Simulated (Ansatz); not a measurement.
System (SMILES): [SiH]F (F-SiH) (closed-shell singlet).
Atoms: Si1, H2, F3. Bonds: Si1-H2, Si1-F3.

How fast the highest harmonic wavenumber converges with the basis for several methods (Ansatz, a first-principles code): deviation from each method's own reference, in cm⁻¹. References: B3LYP 1957 cm⁻¹, the value in pcseg-3; CCSD(T) 1996 cm⁻¹, the value in aug-cc-pV(T+d)Z; HF 2091 cm⁻¹, the value in pcseg-3; MP2 2065 cm⁻¹, the value in def2-QZVPP; PBE 1888 cm⁻¹, the value in pcseg-3. Cartesian d functions, on some or all atoms, in 6-31G*, 6-311G**, 6-311+G**; all else is spherical. In correlated methods cores are frozen. A restricted Hartree-Fock determinant is unstable towards unrestricted orbitals. No added dispersion term, no relativity. Each level at its own minimum, unscaled; the references are large sets that could be run, not limits.

| basis | functions | B3LYP | CCSD(T) | HF | MP2 | PBE |
|---|---|---|---|---|---|---|
| 6-31G* | 36 | 11 | 17 | 78 | 29 | ___ |
| def2-SVP | 37 | 1 | 47 | 41 | 26 | ___ |
| 6-311G** | 51 | 2 | 41 | 35 | 22 | ___ |
| 6-311+G** | 59 | 22 | 56 | 47 | 39 | ___ |
| def2-TZVP | 74 | 1 | 26 | 4 | 2 | ___ |
| cc-pV(T+d)Z | 83 | -6 | 3 | -3 | -15 | ___ |
| def2-TZVPP | 87 | 0 | 14 | 2 | -4 | ___ |
| def2-TZVPPD | 105 | 3 | 14 | 5 | -3 | ___ |

**Question.** What belongs in the gaps?

**Answer.** 
- 6-31G*, PBE: 7
- def2-SVP, PBE: 3
- 6-311G**, PBE: 1
- 6-311+G**, PBE: 21
- def2-TZVP, PBE: 1
- cc-pV(T+d)Z, PBE: -5
- def2-TZVPP, PBE: 1
- def2-TZVPPD, PBE: 4

Mean absolute deviation over 6-311G**, 6-311+G**, def2-TZVP, cc-pV(T+d)Z, def2-TZVPP, def2-TZVPPD: PBE 5, B3LYP 6, MP2 14, HF 16, CCSD(T) 26 cm⁻¹.
